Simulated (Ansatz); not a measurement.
Total energies of Al₄As₄ from Ansatz at PBE-D4/def2-SVP, gas phase (1 Eh = 27.2114 eV = 2625.5 kJ/mol). The reference geometry is relaxed at PBE0-D4/def2-SVP.

```xyz
8

Al    0.245    2.034    0.050
Al    1.613   -0.164   -1.253
Al   -1.613    0.164    1.253
Al   -0.245   -2.034   -0.050
As   -2.000    2.296    0.479
As   -1.229   -1.968    2.029
As    2.492    1.775   -0.378
As    0.738   -2.103   -2.129
```

```json
{"state": "charge 0 singlet", "geometry": "reference", "energy (Eh)": "-9910.17203"}
{"state": "charge 1 doublet", "geometry": "reference", "energy (Eh)": "-9909.89249"}
{"state": "charge -1 doublet", "geometry": "reference", "energy (Eh)": "-9910.24281"}
{"state": "free Al atom (doublet)", "geometry": "–", "energy (Eh)": "-242.14160"}
{"state": "free As atom (quartet)", "geometry": "–", "energy (Eh)": "-2235.19489"}
```

Problem. Work out the vertical ionisation energy to the doublet.

Solution. E(charge 1 doublet) − E(charge 0 singlet) = -9909.89249 − (-9910.17203) = 0.27954 Eh = 7.61 eV. For comparison, −ε of the highest occupied level is 5.67 eV at this level, 1.94 eV less.

Problem. Work out the vertical electron affinity, to the doublet.

Solution. E(charge 0 singlet) − E(charge -1 doublet) = -9910.17203 − (-9910.24281) = 0.07078 Eh = 1.93 eV. The basis lacks diffuse functions, which makes affinities too small.

Problem. Give the fundamental gap IE − EA, the Mulliken electronegativity (IE + EA)/2 and the hardness (IE − EA)/2.

Solution. From the values in Eh: IE − EA = 0.27954 − 0.07078 = 0.20876 Eh = 5.68 eV; (IE + EA)/2 = 4.77 eV; (IE − EA)/2 = 2.84 eV. The HOMO–LUMO gap of the same run is 1.83 eV, 3.85 eV smaller than the fundamental gap.

Problem. What is the binding energy per atom against free atoms?

Solution. Atoms: 4 × (-242.14160) + 4 × (-2235.19489) = -9909.34596 Eh. Binding: -9909.34596 − (-9910.17203) = 0.82607 Eh = 22.48 eV, or 2.81 eV for each of 8 atoms (no zero-point energy, no counterpoise term).

At PBE-D4/def2-SVP the gap within one spin of the charge 1 doublet nearly closes, so an electron or hole may be smeared out by delocalisation error.  

The structure comes from a short search, and lower isomers may exist.
